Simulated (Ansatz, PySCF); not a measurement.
Gas-phase reaction (SMILES): Cl[SiH](Cl)C[Si](Cl)(Cl)Cl + [H][H] (H2) -> Cl[SiH2]Cl [dichlorosilane] + C[Si](Cl)(Cl)Cl; hydrogen cleaves one Si-C bond, a model of a ligand-exchange step.

Each molecule is optimised on its own at B3LYP-D3(BJ)/def2-TZVP (Ansatz, a first-principles code), one conformer each, not searched for the lowest. Cores are frozen in the correlated levels unless marked. Spin-orbit coupling is left out. No relativistic terms. CBS(X,Y): correlation extrapolated as X^-3; Hartree-Fock from the larger set. [CCSD(T)-MP2]/basis is that difference in the basis named. Thermal terms are rigid-rotor harmonic-oscillator values from B3LYP-D3(BJ) frequencies (Ansatz or PySCF) at 298.15 K and 1 atm. 1 Eh = 627.5095 kcal/mol.

| species | E, RI-MP2/CBS(aug-cc-pV(T+d)Z,aug-cc-pV(Q+d)Z)+[CCSD(T)-MP2]/aug-cc-pV(T+d)Z (Ansatz) (Eh) | E, wB97X-V/def2-TZVPD (Ansatz) (Eh) | H - E (Eh) |
|---|---|---|---|
| Cl[SiH](Cl)C[Si](Cl)(Cl)Cl | -2917.18998 | -2919.86641 | 0.05823 |
| [H][H] (H2) | -1.17524 | -1.17238 | 0.01336 |
| Cl[SiH2]Cl | -1209.92560 | -1211.04903 | 0.02561 |
| C[Si](Cl)(Cl)Cl | -1708.44181 | -1709.99373 | 0.05054 |

### Question
Work out ΔE and ΔH at 298.15 K at the first level, then ΔH at the second.

### Answer

1. ΔE = [(-1209.92560) + (-1708.44181)] - [(-2917.18998) + (-1.17524)] = -0.00219 Eh = -1.4 kcal/mol at RI-MP2/CBS(aug-cc-pV(T+d)Z,aug-cc-pV(Q+d)Z)+[CCSD(T)-MP2]/aug-cc-pV(T+d)Z.
2. The terms H - E add up to 0.00456 Eh, so ΔH = (-0.00219 + (0.00456))×627.5095 = 1.5 kcal/mol.
3. At wB97X-V/def2-TZVPD the same steps give ΔE = -2.5 and ΔH = 0.4 kcal/mol, a shift of -1.1 from the first level.
4. These values are not checked against measurement here, since the tables used lack a sound gas-phase enthalpy of formation for at least one species.
